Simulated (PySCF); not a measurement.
**Unknown compound**

The spectra below were simulated for a compound C2H8N2O3Si.

¹H NMR (500 MHz, computed): δ 8.32 (s, 1H), 4.99 (br s, 1H), 4.14 (s, 3H), 1.81 (br s, 1H), 1.07 (br s, 2H).

¹³C{¹H} NMR (computed): δ 169.1 (CH), 53.6 (CH3).

PySCF calculation with shieldings: GIAO PBE0/pcSseg-1 and geometry: GFN2-xTB; single conformer, averaged over atoms made equivalent by symmetry, fast rotation or ring inversion, non-relativistic, no solvent.

References, each an isolated molecule treated in the same way: ¹H (σref 31.72) and ¹³C (σref 186.93) against TMS.

Question: Deduce the structure.

Answer: 
1. Rings plus π bonds: 1 (no ring in the answer).
2. 2 carbon signals for 2 carbons: no two carbons are equivalent.
3. Carbon types of the structure: 1 × CH, 1 × CH3, leaving 4 H on heteroatoms.
4. δC 169.1: amide carbonyl carbon; it is a carbonyl in resonance with an O or N lone pair, the region of acids, esters and amides.
5. δC 53.6: methyl carbon bonded to O; pulled downfield by the heteroatom.
6. δH 8.32: hydrogen on an amide carbonyl carbon.
7. δH 4.99: hydrogen on an amide-type nitrogen; exchangeable, gas-phase position.
8. δH 4.14: hydrogen on a methyl carbon bonded to O; its carbon carries O, which withdraws density.
9. δH 1.81: hydrogen on an oxygen bonded to Si; exchangeable, gas-phase position.
10. δH 1.07: hydrogen on a nitrogen bonded to Si; exchangeable, gas-phase position.

Structure: SMILES CO[Si@](N)(O)NC=O.

The shifts were computed for this structure.

OH and NH positions are those of a molecule without intermolecular hydrogen bonds; in solution they move with solvent, concentration and temperature, and exchange usually removes their couplings. Shifts are as computed. Against solution values, carbons near 30 ppm lie about +3 ppm off and those near 130 ppm about +5 ppm. Of 1309 compounds with measured shifts, 239 miss one by over three times the rms of a fit or turn the order of signals round; such compounds aren't used in these exercises. Hydrogen bonding in solution deshields acid and N–H amide carbonyl carbons by as much as 10 ppm beyond these values. No couplings were computed; multiplicities are counted from neighbouring protons, with m where these are inequivalent, close in shift, in a saturated or five-membered ring or joined by F or P, and br s for small geminal =CH2 splittings.
